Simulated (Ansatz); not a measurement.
`P[Se][SiH2][SeH]` + H₂Te → `P[TeH]` + `[SeH][SiH2][SeH]`  (ligand exchange at a P–Se bond)

Gas-phase electronic energies from Ansatz, PBE0-D4/def2-TZVP geometries. CCSD(T)/CBS adds triple-zeta CCSD(T) − MP2 to the extrapolated MP2 energy (def2 sets, frozen cores). def2 core potentials past Kr. For Se, Te outer-core shells are correlated without core-valence functions, which leaves a few kJ/mol of doubt a bond. Scalar relativity is left out up to krypton. One conformer a species, not always the lowest.

`P[Se][SiH2][SeH]`:

Cartesian coordinates in Å:
```
P 0.403 -2.231 0.025
Se -1.019 -0.578 -0.614
Si 0.120 1.011 0.556
Se -0.691 3.059 -0.003
H -0.594 -3.163 0.414
H 0.565 -2.813 -1.259
H 1.567 0.881 0.262
H -0.113 0.901 2.016
H -0.240 2.933 -1.396
```

H₂Te:

Z-matrix (Å, degrees):
```
Te
H 1 1.656
H 1 1.656 2 90.4
```

`P[TeH]`:

```xyz
5

P     0.419    0.160    0.823
Te   -0.584   -0.179   -1.406
H     0.425   -1.210    1.194
H    -0.802    0.417    1.500
H     0.542    0.813   -2.111
```

`[SeH][SiH2][SeH]`:

Z-matrix (Å, degrees):
```
Si
Se 1 2.274
Se 1 2.274 2 114.3
H 1 1.483 2 112.6 3 117.8
H 1 1.483 2 103.5 3 -122.8
H 2 1.469 1 92.9 3 -55.4
H 3 1.469 1 92.9 2 -55.5
```

| species | CCSD(T)/CBS(def2) energy (Eh) |
| --- | --- |
| `P[Se][SiH2][SeH]` | -5434.48891 |
| H₂Te | -268.91024 |
| `P[TeH]` | -610.46278 |
| `[SeH][SiH2][SeH]` | -5092.94208 |

Task: Work out ΔE.

Result: ΔE = (-610.46278) + (-5092.94208) − (-5434.48891) − (-268.91024) = -0.00571 Eh = -15.0 kJ/mol.

Task: What do rigid-rotor, harmonic-oscillator terms from PBE0-D4/def2-TZVP frequencies (298.15 K, 1 bar) make of the CCSD(T)/CBS value? (Estimate.)

Result: The calculation gave: ΔZPE = +4.2 kJ/mol, ΔH = -13.0 kJ/mol, ΔS = -1 J/(mol·K), ΔG = -12.8 kJ/mol. Modes under 50 cm⁻¹ make the entropy rough.

Largest T1 diagnostic among the species: 0.011.

In def2-TZVPP, CCSD(T) changes the Hartree–Fock value by +3.9 kJ/mol (the triples alone add +0.6 kJ/mol) and MP2 by +3.3 kJ/mol. Leaving LDA and LC-ωPBE aside and taking each functional with its dispersion term where it has one, the values, not all of them listed here, spread over 2.9 kJ/mol, from B2PLYP to revPBE-D4.
